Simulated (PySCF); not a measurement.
Si(Br)2, Br2Si, SMILES Br[Si]Br, PBE0/def2-SVP optimised geometry.

```
3

Si    -0.89    -1.10     0.00
Br    -1.37     1.10     0.00
Br     1.37    -1.10     0.00
```

Density from PBE0/def2-TZVP run with PySCF 2.14.0 at that geometry.

Minimum of the electron density along straight lines between bonded atoms, close to the bond critical point (lines longer than 1.1 times the sum of covalent radii, or with two minima, are not listed):

```tsv
bond	length / Å	ρ at the minimum / e bohr⁻³	∇²ρ there / e bohr⁻⁵	position (fraction from the first atom)
Si1–Br2	2.256	0.085	0.04	0.36
Si1–Br3	2.256	0.085	0.04	0.36
```
